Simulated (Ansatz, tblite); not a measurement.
Isomers of Ru2F6 (singlet), found by a short tight-binding search and relaxed with PBE0-D4/def2-SVP in Ansatz.

In the def2 sets Ru takes a core potential; there is no spin–orbit coupling. The xTB rows come from tblite.

Run but left out: HF/def2-SVP, MP2/def2-SVP, CCSD/def2-SVP, CCSD(T)/def2-SVP (flagged by the program: large difference); HF/def2-TZVP, MP2/def2-TZVP (A: restricted singlet, unstable towards broken spin symmetry).

A: The restricted singlet is unstable towards broken spin symmetry in Hartree–Fock (as tested in another run); at LDA (SPW92)/def2-TZVP, PBE-D4/def2-SVP, PBE-D4/def2-TZVP, revPBE-D4/def2-TZVP and others this wasn't settled. B: The restricted singlet is unstable towards broken spin symmetry in Hartree–Fock (as tested in another run); at LDA (SPW92)/def2-TZVP, PBE-D4/def2-SVP, PBE-D4/def2-TZVP, revPBE-D4/def2-TZVP and others this wasn't settled.

Other spin states weren't relaxed.

A:

```tsv
atom	x (Å)	y (Å)	z (Å)
Ru1	0.897	0.024	0.525
Ru2	-0.711	0.160	-0.741
F3	1.512	-1.599	1.088
F4	1.113	-0.437	-1.460
F5	0.310	1.851	-0.195
F6	-1.566	-1.339	-1.335
F7	0.761	0.540	2.271
F8	-2.316	0.800	-0.153
```

B:

```xyz
8

Ru   -0.052   -1.213    0.203
Ru    0.052    1.213   -0.202
F     1.702   -1.461    0.581
F    -1.697    1.452   -0.608
F    -1.235   -1.160    1.575
F     0.632    1.693    1.446
F     1.253    1.170   -1.558
F    -0.655   -1.693   -1.436
```

Question: Estimate their order by electronic energy at PBE0-D4/def2-TZVP, counted from the lowest.

Answer: B (0.0) < A (7.4), in kJ/mol.

Question: Do the other levels pick the same lowest one?

Answer: Not LDA (SPW92)/def2-TZVP, PBE-D4/def2-SVP, PBE-D4/def2-TZVP, revPBE-D4/def2-TZVP, r2SCAN-D4/def2-TZVP, B97M-V/def2-TZVP, PBE0-D4/def2-SVP. Energies above each level's lowest (kJ/mol):

```tsv
level	A	B
GFN1-xTB	159.8	0.0
GFN2-xTB	97.7	0.0
LDA (SPW92)/def2-TZVP	0.0	128.0
PBE-D4/def2-SVP	0.0	91.7
PBE-D4/def2-TZVP	0.0	76.9
revPBE-D4/def2-TZVP	0.0	64.7
r2SCAN-D4/def2-TZVP	0.0	79.0
B97M-V/def2-TZVP	0.0	48.4
PBE0-D4/def2-SVP	0.0	5.4
PBE0-D4/def2-TZVP	7.4	0.0
```
Point groups (tolerance 0.1 Å): A C2v, B not assigned. Lower isomers may exist.
